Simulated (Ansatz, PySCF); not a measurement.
CH3AlCl, SMILES [CH3][Al][Cl], multiplicity 2. Atoms are numbered in the order given.

```xyz
6

Al     0.6532     0.5603     0.0462
C     -0.2076     1.6424    -1.3617
H     -1.2007     1.9424    -1.0155
H     -0.3337     1.0215    -2.2532
H      0.3627     2.5328    -1.6248
Cl    -0.3963    -1.2064     0.6258
```
Charge 0, spin multiplicity 2.

Geometry optimised at B3LYP-D3(BJ)/def2-TZVP. The multiplicity is an assumed one; other spin states were not compared. The isomer is the one that the SMILES or the coordinates give; other isomers of the formula were not compared.

Two levels are set side by side: PBE-D3(BJ)/def2-TZVP (Ansatz, an electronic-structure program) and B3LYP-D3(BJ)/def2-TZVP (Ansatz). Each level has its own optimised geometry; the coordinates shown are those of the second. Frequencies come from the Hessian of PySCF at each geometry. Differences are taken from unrounded values.

| quantity | B3LYP-D3(BJ) | PBE-D3(BJ) | PBE-D3(BJ) minus B3LYP-D3(BJ) |
|---|---|---|---|
| mean bond length (Å) | 1.477 | 1.484 | 0.007 |
| bond Al1–C2 (Å) | 1.973 | 1.979 | 0.005 |
| bond Al1–Cl6 (Å) | 2.135 | 2.139 | 0.004 |
| bond C2–H3 (Å) | 1.094 | 1.101 | 0.008 |
| bond C2–H4 (Å) | 1.094 | 1.101 | 0.008 |
| bond C2–H5 (Å) | 1.090 | 1.097 | 0.008 |
| highest harmonic wavenumber (cm⁻¹) | 3121 | 3074 | -47 |
| mean harmonic wavenumber (cm⁻¹) | 1322 | 1289 | -33 |
| zero-point energy (kcal/mol) | 22.67 | 22.11 | -0.56 |

Exact exchange shortens and stiffens bonds; PBE has none. Differences between two approximate levels are no errors against the true value.
